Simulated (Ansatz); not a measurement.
# Abstraction of H: C2H6S + GeH2(CN) → C2H5S + GeH3(CN)

Gas-phase species: C2H6S (dimethyl sulfide) `CSC`, singlet; GeH2(CN), doublet; C2H5S `[CH2]SC`, doublet; GeH3(CN), singlet. A radical takes H: the energy is the difference in strength between the C–H bond broken and the Ge–H bond made.

Shapes, held fixed at every level: PBE0-D4/def2-TZVP. Flexible molecules stand in one conformer, not always the lowest. Programs: Ansatz 0.2.0. The zero-point and thermal change to 298 K, harmonic and unscaled (PBE0-D4/def2-TZVP), is -11.9 kJ/mol.

```tsv
level	kind	ΔH(298 K) (kJ/mol)	less CCSD(T)/def2-TZVPP
HF/def2-TZVPP	Hartree–Fock	+28.2	-3.7
SPW92/def2-TZVPP	LDA	+32.5	+0.6
PBE-D4/def2-TZVPP	GGA	+34.5	+2.6
r2SCAN-D4/def2-TZVPP	meta-GGA	+27.8	-4.1
B3LYP-D4/def2-TZVPP	global hybrid	+31.4	-0.5
B2PLYP/def2-TZVPP	double hybrid	+31.7	-0.2
CCSD/def2-SVP	coupled cluster or CI	+40.8	+8.9
CCSD(T)/def2-TZVPP	coupled cluster or CI	+31.9	0.0
```

The highest level, CCSD(T)/def2-TZVPP, gives ΔH(298 K) = +31.9 kJ/mol; the levels span +27.8 to +40.8. The column of differences is taken from that level and isn't an error. No measured value is set beside it here. Spin contamination: GeH2(CN) (⟨S²⟩ up to 0.80). Open shells run unrestricted. Relativity is left out for Ge. Outer-core shells of Ge are correlated, in sets that cover them unevenly.
